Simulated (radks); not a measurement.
The numbers below are computed, except where a source is named.
Re XLVII, configuration [Ar] 3d10 4s1. Code: a radial shooting solver on a logarithmic mesh with Libxc functionals. Model: scalar-relativistic Kohn-Sham, LDA (Slater exchange, VWN5 correlation), spin-polarised, spherical densities, finite nucleus; open shells are filled with parallel spins first (spin-orbit coupling, left out, can overturn this in heavy ions); Fermi nuclear charge, rms radius 5.3698 fm.

Unscreened Slater integrals over Kohn-Sham orbitals (cm^-1). They are taken over the spin-up orbitals.

\begin{tabular}{lr}
integral & value \\ \hline
F0(4s,4s) & 513020 \\
F0(4s,3d) & 642620 \\
G2(4s,3d) & 62234 \\
F0(4s,3p) & 630860 \\
G1(4s,3p) & 65390 \\
F0(4s,3s) & 630090 \\
G0(4s,3s) & 49888 \\
F0(3d,3d) & 1142800 \\
F2(3d,3d) & 585290 \\
F4(3d,3d) & 377260 \\
F0(3d,3p) & 1066200 \\
F2(3d,3p) & 513110 \\
G1(3d,3p) & 557960 \\
G3(3d,3p) & 369750 \\
F0(3d,3s) & 1063300 \\
G2(3d,3s) & 434700 \\
F0(3p,3p) & 1021500 \\
F2(3p,3p) & 511960 \\
F0(3p,3s) & 1017600 \\
G1(3p,3s) & 664870 \\
F0(3s,3s) & 1015900 \\
\end{tabular}
